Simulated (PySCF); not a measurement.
## I(2+) (iodine, charge +2) across methods

[Kr] 4d10 5s2 5p2 5d1, one real determinant (an excited configuration). All numbers are calculated (PySCF 2.14, a scalar-relativistic core potential, in aug-cc-pV5Z-PP with ECP28MDF (8s8p6d4f3g2h, 139 functions)). The B2PLYP total includes its PT2 part (frozen core); its orbital energies are those of the SCF part.

```csv
method,E (hartree),mean ε 5s β (eV),mean ε 5p α (eV),mean ε 5d α (eV),Σ⟨r²⟩ (bohr²),⟨S²⟩
B2PLYP,-293.8262,-38.933,-29.758,-14.348,45.97,3.751
UHF,-293.12152,-39.959,-32.224,-15.235,46.92,3.753
PBE,-294.0954,-36.855,-27.103,-13.432,45.37,3.751
r2SCAN,-294.2080,-36.974,-27.631,-13.477,45.59,3.752
LDA,-293.6608,-37.396,-27.204,-13.283,45.34,3.750
PBE0,-294.1070,-37.947,-28.562,-14.036,45.49,3.751
BHandHLYP,-294.0402,-39.181,-29.701,-14.338,45.80,3.751
B3LYP,-294.1853,-38.056,-28.129,-13.787,45.55,3.751
```

⟨L²⟩ = 7.77 against 12 for a pure F term, so this real determinant mixes terms. Energies and moments cover only the electrons outside the core potential. The outer electron is Rydberg-like, and this basis confines it to a smaller radius and binds it less than a complete one would.
